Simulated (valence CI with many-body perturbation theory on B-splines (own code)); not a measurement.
**Level structure of I XLVIII**

Computed by valence CI with perturbative core correlation (CI+MBPT): four valence electrons over a frozen Dirac-Fock core [He], a basis of 11 s, 11 p, 9 d, 7 f, 5 g, 2 h, 1 i functions for each j, with the one-electron correlation potential Σ1, the two-electron term Σ2, the three-electron term Σ3, Breit, model QED; selected CI, second order for the rest (own B-spline code, finite nucleus).

No measured spectrum was set against this ion. As an estimate, large intervals hold to a few tenths of a per cent, small ones and those within an open d or f shell to about a per cent. Among the levels kept, up to 260 cm⁻¹ of a level comes from second order outside the variational space, and about a tenth of that is noise between levels of different J, which matters for small intervals.

Levels 91 to 115 of 115, with energies above the lowest level, (2s^2 2p1/2^2) J=0. "Leading %" is the weight of the configuration and term that name the level; weights of strongly mixed levels are sums over their largest components and can fall short. In the jj column 3d3/2^4 stands for four electrons in 3d with j = 3/2.

```csv
No.,Configuration,Term,J,E (eV),Leading %,Leading jj,g
91,2s2p²3d,³F,2,5519.5,26,2s 2p1/2 2p3/2 3d5/2 (95 %),1.261
92,2s2p²3p,³P°,0,5520.2,82,2s 2p1/2 2p3/2 3p3/2 (99 %),
93,2s2p²3p,¹D°,2,5520.6,38,2s 2p1/2 2p3/2 3p3/2 (95 %),1.125
94,2s2p²3d,³D,2,5524.0,28,2s 2p1/2 2p3/2 3d3/2 (94 %),1.383
95,2s2p²3p,³P°,1,5526.9,53,2s 2p1/2 2p3/2 3p3/2 (97 %),1.206
96,2s2p²3d,⁵P,1,5527.4,33,2s 2p1/2 2p3/2 3d3/2 (92 %),1.805
97,2s2p²3d,³F,3,5529.7,46,2s 2p1/2 2p3/2 3d5/2 (62 %),1.244
98,2s2p²3d,³D,1,5532.2,33,2s 2p1/2 2p3/2 3d5/2 (90 %),1.089
99,2s2p²3d,³G,5,5533.4,55,2s 2p1/2 2p3/2 3d5/2 (98 %),1.277
100,2p³3s,³P°,2,5544.0,36,2p1/2^2 2p3/2 3s (80 %),1.485
101,2s2p²3d,³F,2,5547.8,43,2s 2p1/2 2p3/2 3d5/2 (62 %),1.089
102,2s2p²3d,³D,3,5551.5,53,2s 2p1/2 2p3/2 3d5/2 (91 %),1.240
103,2p³3s,¹P°,1,5551.7,24,2p1/2^2 2p3/2 3s (82 %),1.205
104,2s2p²3d,³F,4,5557.5,54,2s 2p1/2 2p3/2 3d5/2 (87 %),1.192
105,2s2p²3d,³D,1,5561.2,59,2s 2p1/2 2p3/2 3d5/2 (83 %),0.862
106,2s2p²3d,³G,3,5561.8,52,2s 2p1/2 2p3/2 3d3/2 (96 %),0.907
107,2s2p²3d,³P,0,5568.0,76,2s 2p1/2 2p3/2 3d5/2 (92 %),
108,2s2p²3d,³D,1,5568.5,58,2s 2p1/2 2p3/2 3d3/2 (92 %),0.676
109,2s2p²3d,³F,2,5569.3,39,2s 2p1/2 2p3/2 3d3/2 (63 %),0.951
110,2s2p²3d,¹D,2,5576.5,34,2s 2p1/2 2p3/2 3d3/2 (74 %),1.018
111,2s2p²3d,¹P,1,5582.8,40,2s 2p1/2 2p3/2 3d3/2 (70 %),1.064
112,2s2p²3d,³P,0,5587.9,60,2s 2p1/2 2p3/2 3d3/2 (94 %),
113,2s2p²3d,³D,3,5589.8,41,2s 2p1/2 2p3/2 3d5/2 (95 %),1.222
114,2s2p²3d,³F,4,5593.0,41,2s 2p1/2 2p3/2 3d5/2 (99 %),1.112
115,2p³3p,⁵P,1,5593.7,19,2p1/2^2 2p3/2 3p1/2 (79 %),1.415
```
